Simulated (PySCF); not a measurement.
C₂H₆BClO. Atoms are numbered in the order given.

```xyz
11

B      0.2005     0.0774     0.0000
Cl    -0.4772     1.7337     0.0000
C      1.7665    -0.0915     0.0000
H      2.1320    -1.1370     0.0000
H      2.1958     0.4246    -0.8842
H      2.1958     0.4246     0.8842
O     -0.7339    -0.9024     0.0000
C     -0.4769    -2.2952     0.0000
H     -0.9435    -2.7490    -0.8985
H     -0.9435    -2.7490     0.8985
H      0.6067    -2.5349     0.0000
```
Charge 0, spin multiplicity 1.

The structure is a stationary point at PBE-D3(BJ)/def2-SVP. The structure was generated by enumeration, and PubChem lists no compound with its InChIKey, so it may never have been made. One conformer was computed; it need not be the lowest.

Level of theory: PySCF with PBE-D3(BJ)/def2-SVP.

Frequencies are harmonic and unscaled.

```
mode  ν (cm⁻¹)  IR (km/mol)   moving atoms (share of kinetic energy)
----  --------  -----------  ---------------------------------------
1           43          1.4                                   H 98 %
2           68          0.1                                   H 96 %
3          151          2.6                   O 51 %, H 22 %, C 16 %
4          244          1.2  C 41 %, H 22 %, Cl 14 %, O 13 %, B 10 %
5          291          1.0                  C 42 %, H 30 %, Cl 16 %
6          385         11.4          Cl 38 %, O 29 %, C 21 %, H 12 %
7          422          1.6                           B 54 %, H 37 %
8          620         24.4   C 35 %, O 21 %, H 19 %, Cl 15 %, B 9 %
9          792          2.4                    H 58 %, C 25 %, O 9 %
10         844         18.6                   H 51 %, B 28 %, C 20 %
11        1030          6.9           C 36 %, B 27 %, O 22 %, H 14 %
12        1067        219.0           B 55 %, H 22 %, C 11 %, O 10 %
13        1140         34.4                           H 70 %, C 20 %
14        1143          0.1                           H 76 %, C 19 %
15        1268        101.0                           H 65 %, C 24 %
16        1345        240.9           H 57 %, B 17 %, O 13 %, C 13 %
17        1382          4.1                                   H 96 %
18        1399         40.7                            H 84 %, C 8 %
19        1418          3.7                                   H 97 %
20        1424          4.1                                   H 95 %
21        1464        187.0                   H 47 %, B 28 %, O 22 %
22        2959         52.2                                   H 98 %
23        2978          2.0                                   H 97 %
24        3054         21.8                           H 90 %, C 10 %
25        3054         16.3                           H 90 %, C 10 %
26        3058          1.6                            H 91 %, C 9 %
27        3077         17.0                            H 91 %, C 9 %
```
